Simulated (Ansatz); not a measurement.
`[NH2][Al]([F])[Br]` + H₂O → `[OH][Al]([F])[Br]` + NH₃ at 298.15 K and 1 bar (formal hydrolysis of the Al–N bond).

Program: Ansatz. Geometries: PBE0-D4/def2-TZVP. ΔE: electronic, gas phase. CCSD(T)/CBS is the MP2 limit (def2-TZVPP, def2-QZVPP) plus CCSD(T) − MP2 in def2-TZVPP, frozen cores. This one scheme is used for every species. For Br outer-core shells are correlated without core-valence functions, which leaves a few kJ/mol of doubt a bond. Scalar relativity is left out up to krypton. One conformer a species, not always the lowest.

| species | CCSD(T)/CBS energy (Eh) | H − E (kJ/mol) | S (J/(mol·K)) |
| --- | --- | --- | --- |
| `[NH2][Al]([F])[Br]` | -2971.22802 | 95.6 | 328.6 |
| H₂O | -76.37941 | 66.4 | 188.7 |
| `[OH][Al]([F])[Br]` | -2991.11301 | 63.0 | 323.1 |
| NH₃ | -56.50880 | 100.5 | 192.4 |

H − E and S are ideal-gas, rigid-rotor, harmonic terms from PBE0-D4/def2-TZVP, for one conformer and one mirror image of each species. 1 Eh = 2625.50 kJ/mol, R = 8.31446 J/(mol·K).

Task: By hand: ΔE, ΔH, ΔS and ΔG.

Result: ΔE = (-2991.11301) + (-56.50880) − (-2971.22802) − (-76.37941) = -0.01438 Eh = -37.8 kJ/mol. Δ(H − E) = 63.0 + 100.5 − 95.6 − 66.4 = 1.5, so ΔH = -36.3 kJ/mol. ΔS = 323.1 + 192.4 − 328.6 − 188.7 = -1.8 J/(mol·K). ΔG = -36.3 − 298.15 × (-1.8)/1000 = -35.8 kJ/mol.

Task: By hand: the equilibrium constant, and the temperature at which ΔG would vanish if ΔH and ΔS stayed fixed.

Result: log₁₀ K = −ΔG/(RT ln 10) = 6.3. ΔG = 0 at ΔH/ΔS = 20167 K, far beyond where these terms or the molecules hold.

The number of gas molecules stays the same, so ΔS is small and ΔH decides. A doubt of 5 kJ/mol in ΔE shifts log₁₀ K by 0.9 here. Other conformers and mirror images would add mixing entropy, several J/(mol·K) or more a flexible species. These are equilibria of isolated gas molecules and say nothing of rates. Largest T1 diagnostic: 0.010 (customary marks: 0.02 for closed shells, 0.045 for open ones).
